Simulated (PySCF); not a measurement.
**Atomic charges by several schemes**

Species: C4H4F3NO.
Structure used (GFN2-xTB), in Å, numbered top down from 1:
```
atom  x, y, z in Å
C1    -1.9102    0.4955   -0.0469
O2    -0.6995    0.2501    0.6402
C3     0.3199   -0.2678   -0.1691
C4     0.8182    0.6935   -1.1505
N5     1.1693    1.4646   -1.9140
C6     1.4709   -0.6774    0.7679
F7     1.0719   -1.5994    1.6446
F8     2.4834   -1.2148    0.0728
F9     1.9618    0.3478    1.4560
H10   -2.5952    0.8816    0.7032
H11   -2.3131   -0.4291   -0.4742
H12   -1.7763    1.2356   -0.8414
H13   -0.0054   -1.1796   -0.7064
```

Density: PBE0/pcSseg-1 (PySCF); schemes: Mulliken, IAO, Hirshfeld and ESP-fitted. One conformer (not necessarily the lowest) at the GFN2-xTB geometry, without solvent, vibrations or thermal averaging.

Q: Atoms with like bonding are taken together and averaged. At which atom do the 4 schemes differ most?

A: At C6: from +0.262 (Hirshfeld) to +0.851 e (Mulliken), 0.589 e apart.

Q: Which atoms carry the highest charge in the Mulliken, IAO, Hirshfeld and ESP-fitted schemes?

A: All schemes agree: Mulliken C6 (+0.851); IAO C6 (+0.822); Hirshfeld C6 (+0.262); ESP-fitted C6 (+0.526).

Q: Tabulate the Mulliken, IAO, Hirshfeld and ESP-fitted charges.

A: In e; atoms taken as equivalent share a row and are averaged (×n: the atom named and its like, n in all):

| atom | environment | Mulliken | IAO | Hirshfeld | ESP-fitted |
| --- | --- | --- | --- | --- | --- |
| C1 | methoxy carbon | -0.035 | -0.211 | -0.031 | -0.211 |
| O2 | ether oxygen | -0.491 | -0.363 | -0.129 | -0.211 |
| C3 | sp3 carbon bound to oxygen | +0.002 | +0.018 | +0.044 | -0.181 |
| C4 | nitrile carbon | +0.112 | +0.110 | +0.070 | +0.389 |
| N5 | nitrile nitrogen | -0.216 | -0.194 | -0.186 | -0.410 |
| C6 | CF3 carbon | +0.851 | +0.822 | +0.262 | +0.526 |
| F7/F8/F9 | fluorine of a CF3 group | -0.254 | -0.268 | -0.083 | -0.163 |
| H10/H11/H12 | methyl hydrogen | +0.123 | +0.150 | +0.052 | +0.133 |
| H13 | methine hydrogen | +0.169 | +0.172 | +0.064 | +0.188 |

Mean size of the charges over all atoms: IAO 0.242 e, Mulliken 0.231 e, ESP-fitted 0.231 e, Hirshfeld 0.092 e. Each set sums to the total charge, 0, to within 0.001 e. The Hirshfeld scheme weights the molecular density at each point by an atom's share of the summed free-atom densities.

Some averages cover members that differ in this geometry: H10/H11/H12, IAO +0.133 to +0.176; H10/H11/H12, Mulliken +0.105 to +0.142; H10/H11/H12, ESP-fitted +0.114 to +0.150; F7/F8/F9, ESP-fitted -0.180 to -0.146 e.

Q: How many electrons does the Hirshfeld scheme count on F9?

A: Its own charge is -0.078 e, so Z − q = 9.078.

Q: How closely do the schemes follow one another over all atoms?

A: Correlation coefficient and root-mean-square difference: Mulliken with IAO 0.98, 0.063 e; Mulliken with Hirshfeld 0.94, 0.214 e; IAO with Hirshfeld 0.94, 0.205 e; Hirshfeld with ESP-fitted 0.90, 0.168 e; IAO with ESP-fitted 0.86, 0.154 e; Mulliken with ESP-fitted 0.84, 0.173 e.

These values come from a run that also computed NMR shieldings. Time: 23 s; peak memory 0.84 GiB. Hardware: AMD EPYC 7R43, one thread, no GPU, shared host.
